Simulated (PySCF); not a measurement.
One of the candidates below gave these computed data.

All candidates are C3H11ClO2Si3.

* NMR, other nuclei: isotropic shieldings of nuclei other than C and H, by class: 215 (1 O), 300 (1 O), 363 (1 Si), 378 (1 Si), 391 (1 Si), 1047 (1 Cl) ppm [GIAO PBE0/pcSseg-1]
* Rotational structure: rotational constants A, B, C: 0.921, 0.722, 0.462 GHz [GFN2-xTB]
* 1H NMR: chemical shifts (computed TMS as zero) by class: 5.39 (1 H), 5.17 (1 H), 5.16 (3 H), 4.83 (1 H), 1.71 (1 H), 1.65 (1 H), 1.01 (3 H) ppm [GIAO PBE0/pcSseg-1]
* 13C NMR: chemical shifts (computed TMS as zero) by class: 72.5 (1 C), 32.0 (1 C), 31.4 (1 C) ppm [GIAO PBE0/pcSseg-1]
* Dipole: 1.47 D [PBE0/pcSseg-1]

Electronic properties: PySCF, gas phase, density fitting. Levels stand in brackets. Isolated species at its GFN2-xTB geometry (one conformer only). GFN2-xTB frequencies show an imaginary mode (35i cm⁻¹), so this geometry is no minimum at that level. Each NMR value is the plain mean over a class of atoms that symmetry, rotation or inversion makes alike.

Question: Which candidate is it?
A. `CC(C)O[Si@@H]1O[SiH2][Si@@H]1Cl`
B. `C[C@@H]1C[Si@@](O[SiH3])([SiH2]Cl)O1`
C. `C=C(C)O[Si@H](O[SiH3])[SiH2]Cl`
D. `C[C@@H]1C[Si@@H](Cl)[Si@@H](O[SiH3])O1`
E. `CC1(C)O[Si@@H](O[SiH3])[Si@@H]1Cl`

Answer: D. It is `C[C@@H]1C[Si@@H](Cl)[Si@@H](O[SiH3])O1`. Numbering: `[CH3:1][C@@H:2]1[CH2:3][Si@@H:4]([Cl:5])[Si@@H:6]([O:7][SiH3:8])[O:9]1`. Its formula, C3H11ClO2Si3, gives 1 degree of unsaturation: 1 ring and 0 π bonds in the structure found. 3 carbons fall into 3 classes; from least to most shielded: ring sp3 carbon bound to oxygen [C2] (72.5 ppm), methyl carbon [C1] (32.0 ppm), ring sp3 carbon bound to silicon [C3] (31.4 ppm). Hydrogen classes from least to most shielded: 1 H on a chlorine-bound silicon, Si4 (5.39 ppm), 1 H on an oxygen-bound silicon, Si6 (5.17 ppm), 3 H on an oxygen-bound silicon, Si8 (5.16 ppm), 1 H on an sp3 carbon bound to oxygen, C2 (4.83 ppm), 1 H on an sp3 carbon bound to silicon, C3 (1.71 ppm), 1 H on an sp3 carbon bound to silicon, C3 (1.65 ppm), 3 H on a methyl carbon, C1 (1.01 ppm, a mean of values up to 1.2 ppm apart in this geometry). The other shieldings belong to: 215 ppm, silyl ether oxygen [O9]; 300 ppm, siloxane oxygen [O7]; 363 ppm, chlorine-bound silicon [Si4]; 378 ppm, oxygen-bound silicon [Si6]; 391 ppm, oxygen-bound silicon [Si8]; 1047 ppm, silicon-bound chlorine [Cl5]. The optimised geometry has point group C1 and is an asymmetric top.

The others, at the same levels:
- `CC1(C)O[Si@@H](O[SiH3])[Si@@H]1Cl` fails: its computed 13C shifts are 81.0 (1 C), 32.1 (1 C), 30.9 (1 C) ppm, 1H shifts are 5.81 (1 H), 5.39 (1 H), 5.14 (3 H), 1.58 (3 H), 1.48 (3 H) ppm and rotational constant A is 1.312 GHz (against 0.921 GHz).
- `C[C@@H]1C[Si@@](O[SiH3])([SiH2]Cl)O1` fails: its computed 1H shifts are 5.32 (3 H), 5.14 (1 H), 5.03 (1 H), 4.83 (1 H), 2.13 (1 H), 1.59 (1 H), 1.41 (3 H) ppm, rotational constant A is 1.105 GHz (against 0.921 GHz) and smallest rotational constant is 0.417 GHz (against 0.462 GHz).
- `CC(C)O[Si@@H]1O[SiH2][Si@@H]1Cl` fails: its computed 1H shifts are 6.19 (1 H), 5.89 (1 H), 5.72 (1 H), 5.69 (1 H), 4.45 (1 H), 1.41 (3 H), 1.37 (3 H) ppm and rotational constant A is 1.031 GHz (against 0.921 GHz).
- `C=C(C)O[Si@H](O[SiH3])[SiH2]Cl` fails: its computed 13C shifts are 163.9 (1 C), 95.1 (1 C), 25.3 (1 C) ppm, 1H shifts are 5.58 (1 H), 5.26 (1 H), 5.13 (3 H), 5.11 (1 H), 4.54 (1 H), 4.37 (1 H), 1.93 (3 H) ppm and rotational constant A is 1.051 GHz (against 0.921 GHz).

Each candidate is one conformer, not necessarily the lowest. The conformers computed, where there is a choice (atom-mapped SMILES and torsion angles):
- `[CH3:1][C:2]1([CH3:3])[O:4][Si@@H:5]([O:6][SiH3:7])[Si@@H:8]1[Cl:9]`: O4–Si5–O6–Si7 30°
- `[CH3:1][C@@H:2]1[CH2:3][Si@@:4]([O:5][SiH3:6])([SiH2:7][Cl:8])[O:9]1`: C3–Si4–O5–Si6 -151°, C3–Si4–Si7–Cl8 -116°
- `[CH3:1][CH:2]([CH3:3])[O:4][Si@@H:5]1[O:6][SiH2:7][Si@@H:8]1[Cl:9]`: C1–C2–O4–Si5 -45°, C2–O4–Si5–O6 -176°
- `[CH2:1]=[C:2]([CH3:3])[O:4][Si@H:5]([O:6][SiH3:7])[SiH2:8][Cl:9]`: C1–C2–O4–Si5 -8°, C2–O4–Si5–O6 -50°, O4–Si5–O6–Si7 -33°, O4–Si5–Si8–Cl9 -154°

The conformers of `C[C@@H]1C[Si@@H](Cl)[Si@@H](O[SiH3])O1` aren't listed.
